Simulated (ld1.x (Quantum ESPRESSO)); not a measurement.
## Transferability test, TM potential for Eu (Z = 63)

Eu (Z = 63), norm-conserving Troullier–Martins (Kleinman–Bylander form), made with ld1.x (Quantum ESPRESSO) 7.5 (LDA (PZ), fully relativistic). Core [Xe] 4f6, reference 5d1 6s1 6p0 (charge +1). Waves: 6s (bound): rc 3.00 bohr; 5d (bound): rc 2.40 bohr; 5f channel at -0.1 Ry: rc 3.75 bohr; 6p (bound, empty): rc 4.20 bohr. Local part: the p channel. Core correction: none.

Open shells are filled in proportion to 2j + 1 (rel_dist='average').

Energies are relative to the spin-unpolarised reference configuration 5d1 6s1 6p0; without spin polarisation the order of configurations can differ from experiment. The p channel is local and has no spin–orbit splitting in the pseudo-atom.

Q: Give the all-electron excitation energy and the error of the potential for: 5d1 6s2 6p0; 5d1 6s0 6p0; 5d1 6s1.5 6p0; 5d1 6s0 6p2; 5d1.5 6s1.5 6p0; 5d1 6s1 6p1; 5d0 6s2 6p1.

A:

```json
{"valence configuration": "5d1 6s2 6p0", "charge": "0", "ΔE all-electron (eV)": "-6.759", "error AE − PS (meV)": "+22"}
{"valence configuration": "5d1 6s0 6p0", "charge": "+2", "ΔE all-electron (eV)": "12.208", "error AE − PS (meV)": "+69"}
{"valence configuration": "5d1 6s1.5 6p0", "charge": "+0.5", "ΔE all-electron (eV)": "-4.032", "error AE − PS (meV)": "+6.9"}
{"valence configuration": "5d1 6s0 6p2", "charge": "0", "ΔE all-electron (eV)": "-0.842", "error AE − PS (meV)": "-12"}
{"valence configuration": "5d1.5 6s1.5 6p0", "charge": "0", "ΔE all-electron (eV)": "-5.999", "error AE − PS (meV)": "+15"}
{"valence configuration": "5d1 6s1 6p1", "charge": "0", "ΔE all-electron (eV)": "-3.885", "error AE − PS (meV)": "-1.3"}
{"valence configuration": "5d0 6s2 6p1", "charge": "0", "ΔE all-electron (eV)": "-4.744", "error AE − PS (meV)": "+183"}
```

Levels in the configuration 5d1 6s1.5 6p0:

```
   level  all-electron (eV)  pseudo (eV)
5d j=3/2             -5.792       -5.796
5d j=5/2             -5.511       -5.517
6s j=1/2             -6.732       -6.756
```
